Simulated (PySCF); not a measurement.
Spectra and structures to be paired. Computed with PySCF 2.14.0, density-fitted response routines, TDDFT B3LYP/def2-SVPD, vertical, gas phase, core orbitals frozen in the response. Geometries: GFN2-xTB; one conformer of each isolated species. Triplets are in the Tamm–Dancoff approximation.

A. `C=C[C@H](C)N[SiH3]`
B. `C1CP2CCC1C2`
C. `C#CCPCCC`
D. `O=S(=O)(Cl)C1CC1`
E. `C#C[C@H]1C[SiH2]CS1`

Lowest singlet levels (six at most, fewer where fewer were computed) with oscillator strengths:

1. 4.83 eV (f 0.006); 5.26 eV (f 0.025); 5.59 eV (f 0.006); 5.93 eV (f 0.008); 6.14 eV (f 0.021); 6.29 eV (f 0.003); T1 4.35 eV
2. 6.08 eV (f 0.011); 6.34 eV (f 0.084); 6.44 eV (f 0.010); 6.54 eV (f 0.024); 6.64 eV (f 0.009); 6.70 eV (f 0.032); T1 5.33 eV
3. 5.91 eV (f 0.038); 6.44 eV (f 0.063); 6.58 eV (f 0.051); 6.89 eV (f 0.010); 7.10 eV (f 0.038); 7.17 eV (f 0.004); T1 5.25 eV
4. 5.80 eV (f 0.005); 6.12 eV (f 0.010); 6.37 eV (f 0.016); 6.74 eV (f 0.052); 7.34 eV (f 0.008); 7.37 eV (f 0.053); T1 5.18 eV
5. 5.25 eV (f 0.001); 5.81 eV (f 0.009); 6.44 eV (f 0.017); 6.56 eV (f 0.013); 6.74 eV (f 0.004); 6.93 eV (f 0.002); T1 4.53 eV

**Question.** Which spectrum belongs to which structure?

**Answer.** 1 = E, 2 = C, 3 = B, 4 = D, 5 = A.
- A: S1 at 5.25 eV, HOMO→LUMO (99%); Löwdin shares by element: HOMO nitrogen 56%, carbon 16% or more, silicon 10% (atoms not listed hold the other 18%); LUMO carbon 57% or more, silicon 7%, hydrogen 5% or more (atoms not listed hold the other 31%); HOMO -6.49 and LUMO -0.26 eV.
- B: S1 at 5.91 eV, HOMO→LUMO (99%); Löwdin shares by element: HOMO phosphorus 62%, carbon 23% or more; LUMO carbon 26% or more, phosphorus 8% (atoms not listed hold the other 66%); HOMO -6.44 and LUMO 0.27 eV; point group Cs.
- C: S1 at 6.08 eV, HOMO→LUMO (94%); Löwdin shares by element: HOMO phosphorus 59%, carbon 23% or more, hydrogen 6% or more; LUMO carbon 19% or more, phosphorus 16%, hydrogen 14% or more (atoms not listed hold the other 50%); HOMO -6.82 and LUMO 0.14 eV.
- D: S1 at 5.80 eV, HOMO→LUMO (95%); Löwdin shares by element: HOMO oxygen 50%, chlorine 47%; LUMO chlorine 43%, sulfur 27%, oxygen 19%; HOMO -8.82 and LUMO -1.76 eV.
- E: S1 at 4.83 eV, HOMO→LUMO (94%); Löwdin shares by element: HOMO sulfur 68%, carbon 20% or more; LUMO sulfur 37%, carbon 16% or more, silicon 12% (atoms not listed hold the other 34%); HOMO -6.22 and LUMO -0.26 eV.
B and D have S1 within 0.11 eV of each other; their strongest listed levels stand at 6.44 eV (f 0.063) and 7.37 eV (f 0.053).
